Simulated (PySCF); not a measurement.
Vertical excitations of a molecule C₅H₆ from TDDFT-PBE/def2-SVPD run with PySCF, as energy in eV (oscillator strength): 5.51 (0.002), 5.66 (0.033), 6.51 (0.031), 6.62 (0.016), 6.68 (0.011), 6.80 (0.023), 6.88 (0.005), 6.93 (0.011), 7.04 (0.001), 7.23 (0.024). Lowest triplet (TDA): 4.47 eV. Geometry optimised at B3LYP-D3(BJ)/def2-SVP. Other conformers were not sampled.

Q: Which molecule gave these data?
A. C=C=CC=C
B. C=CC#CC
C. C#CC1CC1
D. C#CCC=C

A: D, C#CCC=C
